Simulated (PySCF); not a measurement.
Cartesian coordinates in Å; atom numbers follow the order of the lines, from 1:
```xyz
25

C     3.131    1.560   -0.154
P     1.816    0.282   -0.451
C     2.826   -1.208    0.016
P     0.858    0.533    1.516
C    -0.780    0.266    1.312
C    -1.644   -0.079    0.128
C    -1.161   -1.376   -0.530
C    -3.084   -0.276    0.614
C    -1.610    1.062   -0.894
H     2.689    2.550   -0.245
H     3.901    1.451   -0.916
H     3.576    1.451    0.835
H     3.284   -1.088    0.997
H     3.604   -1.346   -0.734
H     2.185   -2.088    0.020
H    -1.329    0.366    2.244
H    -1.131   -2.184    0.198
H    -0.165   -1.243   -0.948
H    -1.836   -1.658   -1.335
H    -3.734   -0.522   -0.223
H    -3.138   -1.087    1.338
H    -3.460    0.632    1.083
H    -2.225    0.808   -1.755
H    -1.993    1.979   -0.451
H    -0.592    1.239   -1.234
```

Non-relativistic Hamiltonian, fast rotation and ring inversion assumed for equivalent nuclei, one computed conformer, no solvent model. Geometry from GFN2-xTB; NMR shieldings at PBE0/pcSseg-1/GIAO; PySCF 2.14.0 with density-fitted response routines.

Predict the 2D correlation tables (HSQC, COSY, HMBC).

Results:



HSQC (one-bond C–H):
```
                                        δH               δC
                                9.62 (H16)       229.0 (C5)
1.46 (H17/H18/H19/H20/H21/H22/H23/H24/H25)  34.8 (C7/C8/C9)
            1.14 (H10/H11/H12/H13/H14/H15)     15.9 (C1/C3)
```

HMBC (two and three bonds, from the bond graph):
```
                                        δH                                      δC
                                9.62 (H16)              43.7 (C6), 34.8 (C7/C8/C9)
1.46 (H17/H18/H19/H20/H21/H22/H23/H24/H25)  229.0 (C5), 43.7 (C6), 34.8 (C7/C8/C9)
            1.14 (H10/H11/H12/H13/H14/H15)                            15.9 (C1/C3)
```

No COSY cross peaks are expected.

Shifts are taken against calculated references (same method and geometry level): $^{1}$H (σ = 31.72 ppm), $^{13}$C (σ = 186.93 ppm) against TMS.

Short H···H contacts in this conformer between protons four or more bonds apart (candidates for NOE cross peaks, intensity ∝ r⁻⁶): H16···H22 2.44 Å, H15···H18 2.68 Å.

Shifts are as computed. Against solution values, carbons near 30 ppm lie about +3 ppm off and those near 130 ppm about +5 ppm. Of 1211 compounds with measured shifts, 218 miss one by over three times the rms of a fit or turn the order of signals round; such compounds aren't used in these exercises.
